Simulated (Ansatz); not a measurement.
A geometry relaxed with B3LYP-D3(BJ)/def2-TZVP (Ansatz, a program for electronic structure), charge 0, multiplicity 1:

```xyz
8

H      1.1614    -0.6366     0.9325
H     -1.4478    -1.1266    -0.2893
O     -1.1798    -0.2278    -0.0643
O      1.0545    -0.8865     0.0034
H     -0.3514     1.8058    -0.2020
C      0.1290    -0.0213    -0.5501
H      0.1709    -0.1962    -1.6311
O      0.4633     1.2892    -0.2206
```

Problem. Write the SMILES of this molecule.

Solution. `OC(O)O`
